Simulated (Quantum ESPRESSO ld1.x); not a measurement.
Values are calculated unless marked as measured or tabulated.
Task: Species: Al3+. Configuration: [Ne]. Code: ld1.x of Quantum ESPRESSO 7.5. Model: non-relativistic Kohn-Sham, LDA (Slater exchange, VWN5 correlation), spin-polarised, spherical densities, point nucleus. Some entries of the table are withheld. Estimate them.

orbital  occ.  eigenvalue (Ry)  r(max) (bohr)
1s          2         -112.925            (1)
2s          2         -10.4023            (2)
2p          6              (3)          0.426
3s          0              (4)           1.78
3p          0         -1.82332            (5)
3d          0              (6)           2.30

Result: 
(1) 1s r(max) (bohr): 0.079
(2) 2s r(max) (bohr): 0.500
(3) 2p eigenvalue (Ry): -7.66076
(4) 3s eigenvalue (Ry): -2.36018
(5) 3p r(max) (bohr): 1.98
(6) 3d eigenvalue (Ry): -1.17143
